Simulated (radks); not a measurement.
Q: These are the eigenvalues of the occupied orbitals of an atom or ion with whole-number occupations (hartree). All-electron calculation, Dirac Kohn-Sham, BLYP, spin-unpolarised, spherical densities, finite nucleus; Fermi nuclear charge, rms radius of each element as measured or else 0.836 A^(1/3) + 0.57 fm. Program: a radial shooting solver on a logarithmic mesh with Libxc functionals.

orbital  eigenvalue
1s1/2     -578.0129
2s1/2     -99.46482
2p1/2     -92.72706
2p3/2     -90.47461
3s1/2     -32.29530
3p1/2     -29.94977
3p3/2     -29.48535
4p1/2     -14.36283

Which element is it, and in what charge state? The configuration may be excited. Open shells, if any, fill j = l - 1/2 first.

A: Z = 37, rubidium, charge +18: Rb18+ in [Ar] 4p1. The list shows which subshells hold electrons but not how many an open one holds; the 1s level, -578.01 hartree, gives Z - s = 34.0 by -(Z - s)^2/2, which with screening and relativity narrows Z to a few neighbours, and the depths of the outer levels then fix element, charge and occupations together.
